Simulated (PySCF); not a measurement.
In(H)(vinyl)2 (C4H7In), SMILES [InH]([CH]=C)[CH]=C. Geometry: B3LYP-D3(BJ)/def2-SVP. The structure was generated by enumeration; whether it is a known compound was not checked. The def2 effective core potentials stand for the cores of In; spin–orbit coupling is left out. One conformer was computed; it need not be the lowest.

Computed equilibrium geometry at B3LYP-D3(BJ)/def2-SVP (PySCF confirms it by a frequency run) as Cartesian coordinates in Å, and its point group (one conformer of several):
point group C2v.
```xyz
12

In     0.0000     0.0000     0.2499
H      0.0000     0.0000     1.9941
C      0.0000    -1.8959    -0.7902
C      0.0000    -3.0659    -0.1332
H      0.0000    -1.9285    -1.8879
H      0.0000    -4.0337    -0.6537
H      0.0000    -3.1234     0.9624
C      0.0000     1.8959    -0.7902
C      0.0000     3.0659    -0.1332
H      0.0000     1.9285    -1.8879
H      0.0000     4.0337    -0.6537
H      0.0000     3.1234     0.9624
```
Charge 0, spin multiplicity 1.
